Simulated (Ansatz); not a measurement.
`[CH3][Al]([NH2])[SH]` + HCl → `[CH3][Al]([NH2])[Cl]` + H₂S at 298.15 K and 1 bar (ligand exchange at the Al–S bond).

Program: Ansatz. Geometries: PBE0-D4/def2-TZVP. ΔE: electronic, gas phase. CCSD(T)/CBS adds triple-zeta CCSD(T) − MP2 to the extrapolated MP2 energy (def2 sets, frozen cores). This one scheme is used for every species. One conformer a species, not always the lowest.

| species | CCSD(T)/CBS energy (Eh) | H − E (kJ/mol) | S (J/(mol·K)) |
| --- | --- | --- | --- |
| `[CH3][Al]([NH2])[SH]` | -736.25800 | 208.7 | 360.5 |
| HCl | -460.38127 | 26.6 | 186.8 |
| `[CH3][Al]([NH2])[Cl]` | -797.68797 | 186.3 | 343.5 |
| H₂S | -398.97279 | 49.9 | 205.7 |

H − E and S are ideal-gas, rigid-rotor, harmonic terms from PBE0-D4/def2-TZVP, for one conformer and one mirror image of each species. 1 Eh = 2625.50 kJ/mol, R = 8.31446 J/(mol·K).

Question: By hand: ΔE, ΔH, ΔS and ΔG.

Answer: ΔE = (-797.68797) + (-398.97279) − (-736.25800) − (-460.38127) = -0.02149 Eh = -56.4 kJ/mol. Δ(H − E) = 186.3 + 49.9 − 208.7 − 26.6 = 0.9, so ΔH = -55.5 kJ/mol. ΔS = 343.5 + 205.7 − 360.5 − 186.8 = 1.9 J/(mol·K). ΔG = -55.5 − 298.15 × (1.9)/1000 = -56.1 kJ/mol.

Question: By hand: the equilibrium constant, and the temperature at which ΔG would vanish if ΔH and ΔS stayed fixed.

Answer: log₁₀ K = −ΔG/(RT ln 10) = 9.8. ΔH and −TΔS have one sign here, so there is no such temperature.

The number of gas molecules stays the same, so ΔS is small and ΔH decides. A doubt of 5 kJ/mol in ΔE shifts log₁₀ K by 0.9 here. Other conformers and mirror images would add mixing entropy, several J/(mol·K) or more a flexible species. Modes under 60 cm⁻¹, often nearly free rotors, make the harmonic entropy too high. These are equilibria of isolated gas molecules and say nothing of rates. Largest T1 diagnostic: 0.010 (customary marks: 0.02 for closed shells, 0.045 for open ones).

ΔS is within the doubt of such terms, so its sign, and with it that verdict, could turn.
